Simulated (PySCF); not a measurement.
# Working with the constants of LiBe⁻

RHF-CCSD(T) constants of LiBe⁻, ¹Σ⁺ (singlet), closed shell (basis Li def2-SVPD, Be def2-SVPD; no relativity; PySCF 2.14; masses 7.0160 and 9.0122 u):

| Quantity | Value |
| --- | --- |
| ωe | 106.3 cm⁻¹ |
| ωexe | 12.5 cm⁻¹ |
| Be | 0.40706 cm⁻¹ |
| αe | 0.0408 cm⁻¹ |
| D (centrifugal) | 2.39e-05 cm⁻¹ |
| De to Li⁻ + Be | 0.076 eV |

Give the band origin of the fundamental and the first lines of its P and R branches.

ν0 = ωe − 2ωexe = 81.3 cm⁻¹, B0 = 0.38666, B1 = 0.34586 cm⁻¹.

| J″ | P(J″) − ν0 | R(J″) − ν0 |
| --- | --- | --- |
| 0 |  | 0.692 |
| 1 | -0.773 | 1.301 |
| 2 | -1.627 | 1.828 |
| 3 | -2.562 | 2.271 |
| 4 | -3.577 | 2.631 |
| 5 | -4.671 | 2.906 |
| 6 | -5.843 | 3.096 |

Near which J would the R branch turn back, without centrifugal distortion?

At J ≈ (B0 + B1)/(2(B0 − B1)) − 1 ≈ 8.0.

Correlated steps freeze no core orbitals. The bond is weak. Basis-set superposition, not corrected here, can be much of De in a small basis, most of all at correlated wavefunction levels. For an ion De counts to the pair picked by the measured ionisation energies or electron affinities, which need not be the lowest pair at this level. The CCSD T1 diagnostic is raised, a sign that a single reference may not be enough here.
